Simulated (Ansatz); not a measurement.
CH$_{4}$ClFOSTi, SMILES `C[O][Ti]([F])([SH])[Cl]`, relaxed with RKS PBE0-D4/def2-TZVP in the Gaussian-basis code of Ansatz from a GFN2-xTB geometry. The force threshold is 0.005 eV/Å; the program also tests the step.

Total charge 0; spin multiplicity 1.

Start:

```xyz
10

C     0.118    1.953   -0.337
O    -0.101    0.638    0.042
Ti   -0.471   -0.951    0.302
F    -1.692   -1.813   -0.530
S     1.438   -2.060   -0.355
Cl   -0.667   -1.425    2.374
H     0.610    2.496    0.480
H    -0.840    2.439   -0.572
H     0.763    1.974   -1.226
H     0.842   -3.251   -0.179
```

```json
{"step": "1", "energy (eV)": "-52329.4725", "largest force (eV/Å)": "3.001", "largest move (Å)": "0.000"}
{"step": "2", "energy (eV)": "-52329.7596", "largest force (eV/Å)": "0.802", "largest move (Å)": "0.191"}
{"step": "3", "energy (eV)": "-52329.7698", "largest force (eV/Å)": "0.729", "largest move (Å)": "0.180"}
{"step": "4", "energy (eV)": "-52329.8056", "largest force (eV/Å)": "0.351", "largest move (Å)": "0.176"}
{"step": "5", "energy (eV)": "-52329.8185", "largest force (eV/Å)": "0.173", "largest move (Å)": "0.096"}
{"step": "6", "energy (eV)": "-52329.8216", "largest force (eV/Å)": "0.111", "largest move (Å)": "0.043"}
{"step": "7", "energy (eV)": "-52329.8231", "largest force (eV/Å)": "0.056", "largest move (Å)": "0.055"}
{"step": "8", "energy (eV)": "-52329.8241", "largest force (eV/Å)": "0.013", "largest move (Å)": "0.033"}
{"step": "9", "energy (eV)": "-52329.8244", "largest force (eV/Å)": "0.039", "largest move (Å)": "0.037"}
{"step": "10", "energy (eV)": "-52329.8245", "largest force (eV/Å)": "0.040", "largest move (Å)": "0.019"}
{"step": "11", "energy (eV)": "-52329.8248", "largest force (eV/Å)": "0.065", "largest move (Å)": "0.042"}
{"step": "12", "energy (eV)": "-52329.8249", "largest force (eV/Å)": "0.054", "largest move (Å)": "0.016"}
{"step": "13", "energy (eV)": "-52329.8251", "largest force (eV/Å)": "0.030", "largest move (Å)": "0.034"}
{"step": "14 (rejected)", "energy (eV)": "-52329.8251", "largest force (eV/Å)": "0.056", "largest move (Å)": "0.048"}
{"step": "15", "energy (eV)": "-52329.8253", "largest force (eV/Å)": "0.010", "largest move (Å)": "0.024"}
{"step": "16", "energy (eV)": "-52329.8254", "largest force (eV/Å)": "0.030", "largest move (Å)": "0.046"}
{"step": "17", "energy (eV)": "-52329.8255", "largest force (eV/Å)": "0.009", "largest move (Å)": "0.006"}
{"step": "18", "energy (eV)": "-52329.8256", "largest force (eV/Å)": "0.011", "largest move (Å)": "0.029"}
{"step": "19", "energy (eV)": "-52329.8256", "largest force (eV/Å)": "0.028", "largest move (Å)": "0.038"}
{"step": "20", "energy (eV)": "-52329.8257", "largest force (eV/Å)": "0.009", "largest move (Å)": "0.001"}
{"step": "21", "energy (eV)": "-52329.8257", "largest force (eV/Å)": "0.009", "largest move (Å)": "0.001"}
{"step": "22", "energy (eV)": "-52329.8257", "largest force (eV/Å)": "0.005", "largest move (Å)": "0.012"}
{"step": "23", "energy (eV)": "-52329.8257", "largest force (eV/Å)": "0.015", "largest move (Å)": "0.017"}
{"step": "24", "energy (eV)": "-52329.8257", "largest force (eV/Å)": "0.006", "largest move (Å)": "0.004"}
{"step": "25", "energy (eV)": "-52329.8257", "largest force (eV/Å)": "0.003", "largest move (Å)": "0.007"}
{"step": "26", "energy (eV)": "-52329.8257", "largest force (eV/Å)": "0.002", "largest move (Å)": "0.005"}
```

End:

```xyz
10

C     0.094    1.964   -0.341
O    -0.048    0.595   -0.111
Ti   -0.372   -1.048    0.313
F    -1.855   -1.647   -0.413
S     1.420   -2.187   -0.521
Cl   -0.490   -1.273    2.500
H     0.179    2.490    0.613
H    -0.773    2.339   -0.890
H     0.997    2.137   -0.931
H     0.849   -3.370   -0.220
```

It took 110 s on 2 threads of an AMD EPYC 7R13 on a shared host and a share of an NVIDIA H100 80 GB, with 0.93 GiB of host memory at the peak.
